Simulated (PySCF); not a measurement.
Basis and Hamiltonian dependence of the excitation energy of N+

N+ [He] 2s2 2p2 (3P) → N+ [He] 2s1 2p2 3s1 (5P). All values are computed (PySCF 2.14, energy differences of UHF-based or UKS calculations, no spin-orbit coupling). Values in eV.

| basis | Hamiltonian | functions | UHF | PBE | PBE0 | MP2 (valence) | CCSD(T) (valence) | CCSD(T) (valence and next inner shell) |
| --- | --- | --- | --- | --- | --- | --- | --- | --- |
| def2-TZVPPD | non-relativistic | 37 | 23.399 | 25.027 | 25.003 | 24.874 | 25.342 | 25.341 |
| aug-cc-pwCVTZ | non-relativistic | 59 | 23.362 | 25.035 | 25.004 | 24.911 | 25.365 | 25.377 |
| dyall-av3z | spin-free X2C | 71 | 23.359 | 25.029 | 24.999 | 24.914 | 25.369 | n/a |
| x2c-QZVPPall with one added diffuse shell each of s, p, d, f type | spin-free X2C | 73 | 23.370 | 25.030 | 25.001 | 24.978 | 25.412 | 25.411 |
| aug-cc-pCVTZ-DK with one added diffuse shell each of s, p, d, f type | spin-free X2C | 75 | 23.386 | 25.062 | 25.032 | 24.922 | 25.378 | 25.391 |
| dyall-acv3z | spin-free X2C | 76 | 23.359 | 25.029 | 24.999 | 24.914 | 25.369 | 25.391 |
| aug-cc-pVQZ-DK | spin-free X2C | 80 | 23.368 | 25.038 | 25.008 | 24.991 | 25.422 | n/a |
| aug-cc-pVQZ | non-relativistic | 80 | 23.346 | 25.015 | 24.986 | 24.969 | 25.400 | n/a |
| aug-cc-pCVQZ-DK | spin-free X2C | 109 | 23.367 | 25.036 | 25.006 | 25.006 | n/a | n/a |

Frozen in the all-electron rows: valence: 1s2; valence and next inner shell: nothing.
